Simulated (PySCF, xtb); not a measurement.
Cl2Zn, SMILES [Cl][Zn-][Cl] (connectivity only; charge and spin as stated), charge -1, multiplicity 2.

Harmonic wavenumbers (cm⁻¹) from GFN2-xTB run with xtb 6.7.1 at its own minimum, in rising order: 67, 184, 212.

**Question.** What does B3LYP-D3(BJ)/def2-SVPD (PySCF) give at its own minimum? (An estimate is asked for; the answer gives what the named calculation found.)

**Answer.** 90, 255, 279. Paired by order, the mean absolute difference is 53 cm⁻¹ and the zero-point energies are 0.7 and 0.9 kcal/mol.
